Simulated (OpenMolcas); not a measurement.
OpenMolcas run: Ti3+

Ti3+ among 6 point charges of -2 e arranged as a tetragonal octahedron (D4h), 2.16 Å from the ion, with the axial distance 1.879 Å. With inversion symmetry the input lists one of each pair of outer charges.

Input:

```
&GATEWAY
Coord
1

Ti 0.0 0.0 0.0
Basis=ANO-RCC-VDZP
Group=XYZ
NoMove
AngMom=0.0 0.0 0.0
AMFI
XField
3 Angstrom 0
2.160000 0.000000 0.000000 -2.000000
0.000000 2.160000 0.000000 -2.000000
0.000000 0.000000 1.879200 -2.000000
&SEWARD
* reference wave functions (RASSCF and RASSI steps not shown): 1 electron in 5 orbitals (3d)
>>> COPY JOB001 $Project.JobIph
&CASPT2
Multistate=5 1 2 3 4 5
NoMult
Frozen=2 3
IPEA=0.25
Imaginary=0.1
MaxIter=60
WThr=0.0 0.3 0.05
PrWF=0.5
NoMix
```

Launched by
```bash
OMP_NUM_THREADS=1 MOLCAS_MEM=1689 MOLCAS_PROJECT=a pymolcas a.inp > a.log  # once for each step of the input, in one work folder
```

Output, cut to the results:

```
--- CASPT2 ---
Orbital specifications:
      -----------------------

      Symmetry species                           1   2
                                                ag  au
      Frozen orbitals                            2   3
      Inactive orbitals                          1   3
      Active orbitals                            5   0
      Secondary orbitals                         7  13
      Deleted orbitals                           0   0
      Number of basis functions                 15  19
Type of calculation                        SS-CASPT2
      Fock operator                              state-specific
      IPEA shift                                 0.25
      Real shift                                 0.00
      Imaginary shift                            0.10
      The input orbitals will be transformed to quasi-canonical
Reference energy:        -860.3671283176
      E2 (Non-variational):      -0.2096616684
      Shift correction:          -0.0000869730
      E2 (Variational):          -0.2097486415
      Total energy:            -860.5768769590
      Residual norm:              0.0000009533
      Reference weight:           0.96049
      Contributions to the CASPT2 correlation energy
      Active & Virtual Only:          0.0000000000
      One Inactive Excited:          -0.0401421821
      Two Inactive Excited:          -0.1695194864
Reference energy:        -860.3495977211
      E2 (Non-variational):      -0.2095694069
      Shift correction:          -0.0000870545
      E2 (Variational):          -0.2096564613
      Total energy:            -860.5592541824
      Residual norm:              0.0000000354
      Reference weight:           0.96050
      Contributions to the CASPT2 correlation energy
      Active & Virtual Only:         -0.0000000000
      One Inactive Excited:          -0.0401212632
      Two Inactive Excited:          -0.1694481437
::    CASPT2 Root  1     Total energy:   -860.57687696
::    CASPT2 Root  2     Total energy:   -860.55925418
::    CASPT2 Root  3     Total energy:   -860.55925418
::    CASPT2 Root  4     Total energy:   -860.54968989
::    CASPT2 Root  5     Total energy:   -860.51780436
```

Spin-orbit levels above the lowest (labels of D4, the rotations of D4h), with the averaged single-state CASPT2 energies on the diagonal:

| E (cm-1) | Degeneracy | Label | 2S+1 | g |
| --- | --- | --- | --- | --- |
| 0 | 2 | E3/2 | 2 | 1.80 1.93 1.93 |
| 3800 | 2 | E1/2 | 2 | 0.00 0.10 0.10 |
| 3940 | 2 | E3/2 | 2 | 0.22 0.22 3.97 |
| 5980 | 2 | E3/2 | 2 | 2.14 2.14 2.18 |
| 12980 | 2 | E1/2 | 2 | 2.00 2.10 2.10 |

Free-ion shares, where given, are those of the reference states; single-state CASPT2 does not remix them. This is an electrostatic model: the charges have no orbitals. No measured value stands beside these numbers.
